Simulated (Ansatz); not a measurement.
Several settings on one geometry of Li4⁺ (that of the charge 1 doublet, B3LYP/def2-TZVP). Ansatz on 4 threads of Arm Neoverse V1 on a shared host; times are rough.

```xyz
4

Li   -1.373    0.151   -0.019
Li    0.310    2.815   -0.050
Li   -0.314   -2.815    0.048
Li    1.376   -0.152    0.021
```

Totals from different functionals, basis sets or treatments of relativity can't be compared as stabilities.

The spins typed aren't always the lowest for that charge.

Q: Give the basis size and estimate the energy, ⟨S²⟩ and time of these runs.

| run | method | charge | state | further keys |
| --- | --- | --- | --- | --- |
| 1 | UKS LDA (SPW92)/cc-pVDZ | 1 | doublet | scf: {omitted_lower_state_checks: [starts]} |
| 2 | UKS B97/STO-3G | 1 | doublet | scf: {omitted_lower_state_checks: [starts]}; forces asked |
| 3 | RKS CAM-B3LYP/6-31G | 0 | singlet | scf: {omitted_lower_state_checks: [starts]}; forces asked |

A: 
| run | functions | energy (Eh) | ⟨S²⟩ | wall time |
| --- | --- | --- | --- | --- |
| 1 | 56 | -29.3036 | 0.75 | 0.35 s |
| 2 | 20 | -29.4457 | 0.75 | 1.1 s |
| 3 | 36 | -29.9651 | – | 0.45 s |
